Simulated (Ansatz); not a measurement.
Molecule: ZrO2, charge 0, multiplicity 1. 
Structure (B3LYP-D3(BJ)/def2-TZVP (Ansatz, a first-principles code) minimum search):
```
Zr
O 1 1.7761
O 1 1.7761 2 108.18
```
Charge 0, spin multiplicity 1.

Parts of the frozen-core correlation energy in def2-QZVPP (Ansatz, hartree). Frozen orbitals: 6; correlated occupied orbitals by spin: 8 and 8; virtual: 181 and 181. No spin-orbit coupling. Past Kr the def2 sets carry scalar-relativistic core potentials.

| term | value |
|---|---|
| reference (HF) | -196.34188 |
| MP2 opposite-spin | ___ |
| MP2 same-spin | ___ |
| CCSD correlation | ___ |
| (T) | -0.04196 |
| T1 diagnostic | 0.031 |
| largest doubles amplitude | 0.027 |

Task: Complete the blanks.

Result: 
- MP2 opposite-spin, value: -0.49439
- MP2 same-spin, value: -0.18717
- CCSD correlation, value: -0.63214
